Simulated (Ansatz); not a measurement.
Geometry optimisation, RKS PBE/def2-SVP in Ansatz.

The input (input.yaml):

```yaml
crystal:
  periodic: [false, false, false]
  atoms:
    - { symbol: B, position_ang: [-0.52963, -0.41317, -1.29699] }
    - { symbol: C, position_ang: [-0.10378, 0.28349, -0.02934] }
    - { symbol: C, position_ang: [0.79813, -0.01547, 1.05698] }
    - { symbol: C, position_ang: [-0.28535, 0.30592, 1.85869] }
    - { symbol: C, position_ang: [-0.39167, 1.34061, 0.85115] }
    - { symbol: H, position_ang: [-0.63925, 0.21905, -2.27137] }
    - { symbol: H, position_ang: [-0.70313, -1.56839, -1.29009] }
    - { symbol: H, position_ang: [1.85468, -0.15204, 1.12098] }
basis:
  gaussian: { orbitals: def2-SVP }
hamiltonian:
  xc: pbe
relax:
  f_tol: 0.02
  max_steps: 40
scf:
  lower_state_search: "off"
```

Command:

```bash
$ ansatz run input.yaml --threads 2 --pin off --max-ram 3072MiB --backend cpu --events-out ev --progress --plain --runs-dir out
```

Q: Where does it end, and by what steps?

A: It converged. After 17 steps the energy has fallen by 0.256 eV; H7 moved furthest, 1.00 Å.

```
step  energy less start (eV)  largest force component (eV/Å)  accepted
   0                  0.0000                           1.916       yes
   1                 -0.1429                           0.922       yes
   2                 -0.1717                           0.389       yes
   3                 -0.1670                           0.493        no
   4                 -0.1878                           0.179       yes
   5                 -0.1991                           0.105       yes
   6                 -0.2075                           0.216       yes
   7                 -0.2129                           0.444       yes
   8                 -0.2254                           0.149       yes
   9                 -0.2368                           0.262       yes
  10                 -0.0869                           1.306        no
  11                 -0.2479                           0.101       yes
  12                 -0.2447                           0.357        no
  13                 -0.2510                           0.072       yes
  14                 -0.2535                           0.070       yes
  15                 -0.2550                           0.090       yes
  16                 -0.2549                           0.149        no
  17                 -0.2555                           0.019       yes
```

```xyz
8
Properties=species:S:1:pos:R:3
B -0.555 -0.427 -1.305
C -0.101 0.222 0.003
C 0.934 0.151 0.936
C -0.122 -0.009 1.919
C -0.706 1.018 1.126
H 0.113 -0.244 -2.304
H -1.574 -1.086 -1.348
H 2.011 0.375 0.974
```

Whether the end is a true minimum wasn't checked by a vibrational analysis.

The run took 24 s on 2 threads of Arm Neoverse N1 (shared host), peak memory 0.1 GiB.
